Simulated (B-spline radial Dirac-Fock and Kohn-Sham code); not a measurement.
ΔSCF core binding energies without Breit or QED terms, calculated with a B-spline atomic structure program.

A sound run for cadmium as Cd⁶⁺, [Kr] 4d6: The ground state converged in 10 iterations, with total energy -5583.42227 Ha, virial ratio 1.95344 and highest orbital energy -108.40 eV. ΔSCF binding energies: K (1s) 26907.1 eV, L3 (2p3/2) 3657.4 eV, M5 (3d5/2) 515.0 eV.

A second run, with one unsound setting: The ground state converged in 10 iterations, with total energy -5239.92813 Ha, virial ratio 2.05549 and highest orbital energy -109.41 eV. ΔSCF binding energies: K (1s) 22961.8 eV, L3 (2p3/2) 3685.3 eV, M5 (3d5/2) 521.3 eV.

```
iter   energy (Ha)        error
   1    -5224.41485709  2.11e+00
   2    -5237.35715286  4.72e-01
   3    -5239.68668915  1.40e-01
   4    -5239.90450200  4.53e-02
   5    -5239.92475629  1.74e-02
   6    -5239.92809844  1.93e-03
   7    -5239.92813022  1.24e-04
   8    -5239.92813031  1.79e-05
   9    -5239.92813031  9.80e-07
  10    -5239.92813031  4.80e-08
```

Q: Which fault fits the second run best?
A. nuclear radius in wrong units
B. functional not served
C. damping too heavy
D. speed of light below Z

A: A. The input had radius_factor = 100.0: radius_factor inflates the nucleus far beyond its size, which weakens the binding of the inner electrons.
